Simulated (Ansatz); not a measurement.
`SB1N[SiH2]1` + `[SbH3]` → `B1N[SiH2]1` + `[SH][SbH2]` at 400 K and 1 bar (redistribution).

Program: Ansatz. Geometries: PBE0-D4/def2-TZVP. ΔE: electronic, gas phase. CCSD(T)/CBS adds triple-zeta CCSD(T) − MP2 to the extrapolated MP2 energy (def2 sets, frozen cores). def2 core potentials past Kr. For Sb outer-core shells are correlated without core-valence functions, which leaves a few kJ/mol of doubt a bond. Each species was taken in one conformer, which may not be the lowest.

| species | CCSD(T)/CBS energy (Eh) | H − E (kJ/mol) | S (J/(mol·K)) |
| --- | --- | --- | --- |
| `SB1N[SiH2]1` | -768.78676 | 148.5 | 336.3 |
| `[SbH3]` | -241.78682 | 65.3 | 245.6 |
| `B1N[SiH2]1` | -370.97252 | 137.9 | 288.4 |
| `[SH][SbH2]` | -639.59431 | 80.2 | 311.9 |

H − E and S are ideal-gas, rigid-rotor, harmonic terms from PBE0-D4/def2-TZVP, for one conformer and one mirror image of each species. 1 Eh = 2625.50 kJ/mol, R = 8.31446 J/(mol·K).

Problem. By hand: ΔE, ΔH, ΔS and ΔG.

Solution. ΔE = (-370.97252) + (-639.59431) − (-768.78676) − (-241.78682) = 0.00675 Eh = 17.7 kJ/mol. Δ(H − E) = 137.9 + 80.2 − 148.5 − 65.3 = 4.3, so ΔH = 22.0 kJ/mol. ΔS = 288.4 + 311.9 − 336.3 − 245.6 = 18.4 J/(mol·K). ΔG = 22.0 − 400 × (18.4)/1000 = 14.6 kJ/mol.

Problem. By hand: the equilibrium constant, and the temperature at which ΔG would vanish if ΔH and ΔS stayed fixed.

Solution. log₁₀ K = −ΔG/(RT ln 10) = -1.9. ΔG = 0 at ΔH/ΔS = 1196 K, though so small a ΔS makes that figure unsure.

TΔS isn't small against ΔH here. A doubt of 5 kJ/mol in ΔE shifts log₁₀ K by 0.7 here. Other conformers and mirror images would add mixing entropy, several J/(mol·K) or more a flexible species. These are equilibria of isolated gas molecules and say nothing of rates. Largest T1 diagnostic: 0.014 (customary marks: 0.02 for closed shells, 0.045 for open ones).
